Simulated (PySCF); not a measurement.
Excitation energy of B⁺ by level of theory

B⁺ [He] 2s2 (1S) → B⁺ [He] 2s1 3d1 (3D), as a difference of total energies. Computed with PySCF 2.14 in dyall-av3z (15s9p3d2f, 71 functions), with the spin-free X2C one-electron Hamiltonian (Gaussian nucleus). Correlated levels: valence: 1s2 frozen; virtual orbitals above 40 to 60 times the deepest correlated orbital energy dropped. The calculations carry no spin-orbit coupling.

```
           method  excitation energy (eV)
              UHF                  17.252
              LDA                  17.581
              PBE                  17.484
             PBE0                  17.637
           r2SCAN                  17.481
            B97-3                  17.738
          wB97M-V                  18.032
          r2SCANh                  17.541
              M06                  17.473
    MP2 (valence)                  18.181
SCS-MP2 (valence)                  18.450
```

**Question.** How much does correlation contribute at MP2 (valence)?

**Answer.** 18.181 − (17.252) = 0.929 eV, measured against UHF.

The promoted electron is Rydberg-like, and one or two diffuse shells describe it only roughly, which tends to raise the upper state.
